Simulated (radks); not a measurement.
The nuclear charge of neutral gadolinium is varied continuously with 64 electrons held in [Xe] 4f7 5d1 6s2. All-electron calculation, Dirac Kohn-Sham, LDA (Slater exchange, Perdew-Wang correlation), spin-unpolarised, spherical densities, point nucleus; open shells fill j = l - 1/2 first. Program: a radial shooting solver on a logarithmic mesh with Libxc functionals. By the Hellmann-Feynman theorem dE/dZ = E(electron-nucleus)/Z, the electronic potential at the nucleus.

| Z | E (hartree) | E(electron-nucleus)/Z (hartree) | HOMO | e(HOMO) (eV) | <r> HOMO (bohr) |
|---|---|---|---|---|---|
| 63.8 | -11186.2492 | -430.830 | 5d3/2 | -1.390 | 2.999 |
| 64 | -11272.6161 | -432.839 | 5d3/2 | -2.798 | 2.782 |
| 64.2 | -11359.3849 | -434.848 | 5d3/2 | -4.353 | 2.622 |
| 64.4 | -11446.5552 | -436.855 | 5d3/2 | -6.034 | 2.496 |
| 64.6 | -11534.1270 | -438.863 | 5d3/2 | -7.828 | 2.392 |
| 64.8 | -11622.1005 | -440.872 | 6s1/2 | -9.557 | 3.461 |
| 65 | -11710.4757 | -442.881 | 6s1/2 | -11.060 | 3.364 |

The central difference of E at Z = 64 is -432.839 hartree, to compare with the third column; the second derivative is -10 hartree.
